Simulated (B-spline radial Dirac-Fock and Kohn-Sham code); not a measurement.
# How the settings move the core levels of Tc⁶⁺

ΔSCF core binding energies without Breit or QED terms, calculated with a radial finite-basis atomic code. Keys: rel is the Hamiltonian (dirac, or spin-free x2c and nr, where L3 and M5 stand for the whole 2p and 3d shells), method is hf or an exchange,correlation pair (spin-unpolarised, also for the hole states), nuc the nuclear model, radius_factor scales its radius, rmax is the box in bohr, h the logarithmic mesh step, order the B-spline order, points the quadrature points per cell, c_factor scales the speed of light, and damp, ndamp, maxit and tol steer the iteration. The run stops when the commutator error falls below 10·tol·max(1, Z/10), or the numerical noise floor, and the energy has settled to about 1e-8 Ha; the virial ratio is −V/T.

Base input:

```json
{"items": [{"Z": 43, "q": 6, "cfg": [[1, 0, 2], [2, 0, 2], [2, 1, 6], [3, 0, 2], [3, 1, 6], [3, 2, 10], [4, 0, 2], [4, 1, 6], [4, 2, 1]], "A": 97, "rrms": 4.4112, "do": "settings", "holes": ["K", "L3", "M5"],
  "settings": [{"rel": "dirac", "method": "hf", "nuc": "fermi", "radius_factor": 1.0, "rmax": 45.0, "h": 0.3, "order": 8, "points": 10, "c_factor": 1.0, "maxit": 60, "damp": 0.5, "ndamp": 3, "tol": 1e-08}]}]}
```

The ground state converged in 9 iterations, with total energy -4276.25356 Ha, virial ratio 1.96240 and highest orbital energy -87.98 eV. ΔSCF binding energies: K (1s) 21206.7 eV, L3 (2p3/2) 2787.1 eV, M5 (3d5/2) 355.8 eV.

Changes from the base run:

```csv
changed setting,Δ total energy (Ha),Δ K (eV),Δ L3 (eV),Δ M5 (eV),iterations
rmax = 25.0; h = 0.4; damp = 0.2,+0.00124,0.00,0.00,+0.01,9
damp = 0.2,0.00000,0.00,0.00,0.00,9
rmax = 25.0,0.00000,0.00,0.00,0.00,9
nuc = "gauss"; radius_factor = 2.0; tol = 0.0001,+0.17400,-2.02,+0.02,0.00,8
h = 0.4,+0.00125,0.00,0.00,+0.01,9
c_factor = 10.0,?,?,?,?,?
order = 9,0.00000,0.00,0.00,0.00,9
```

**Question.** What does the change c_factor = 10.0 do?

**Answer.** The total energy moves by +78.84146 Ha and the binding energies by K -539.92 eV, L3 +4.88 eV, M5 +5.94 eV; the run takes 9 iterations.
